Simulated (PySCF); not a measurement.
Unrelated species, one level of theory. The calculation used TDDFT PBE0/def2-SVPD, vertical, gas phase, core orbitals frozen in the response in PySCF. Geometries: GFN2-xTB; one conformer of each isolated species. Triplets are in the Tamm–Dancoff approximation.

Task: Rank by computed lowest singlet excitation energy, lowest first.
A. `COc1cccc(Cl)c1`
B. `C(=O)(/C=C/C)OC=C`
C. `C[C@@](F)(Cl)CC(=O)O`
D. `F[C@H](Cl)C1OCCO1`

Result: B (4.94 eV), A (5.09 eV), C (5.76 eV), D (7.02 eV).

```tsv
SMILES	S1 (eV)	HOMO (eV)	gap (eV)	α (au)	T1 (eV)	f (S1)	S1 mainly
C=COC(=O)/C=C/C	4.94	-7.34	5.81	87.7	3.71	0.000	H-2→L (97%)
COc1cccc(Cl)c1	5.09	-6.70	6.15	99.9	3.92	0.037	H→L (71%)
C[C@@](F)(Cl)CC(=O)O	5.76	-8.55	7.92	70.7	5.25	0.002	H→L (88%)
F[C@H](Cl)C1OCCO1	7.02	-7.99	8.34	68.3	6.54	0.020	H→L (92%)
```

H and L stand for HOMO and LUMO.

- `C=COC(=O)/C=C/C`: Löwdin shares by element: HOMO carbon 62% or more, oxygen 19% or more (atoms not listed hold the other 20%); LUMO carbon 59% or more, oxygen 13% or more (atoms not listed hold the other 28%).
- `COc1cccc(Cl)c1`: Löwdin shares by element: HOMO carbon 47% or more, oxygen 18% (atoms not listed hold the other 35%); LUMO carbon 71% or more (atoms not listed hold the other 29%).
- `C[C@@](F)(Cl)CC(=O)O`: S1 has the pattern of n→π* at C=O.
- `F[C@H](Cl)C1OCCO1`: Löwdin shares by element: HOMO oxygen 44%, carbon 23% or more (atoms not listed hold the other 33%); LUMO chlorine 38%, carbon 19% or more, oxygen 8% or more, hydrogen 6% or more (atoms not listed hold the other 29%).
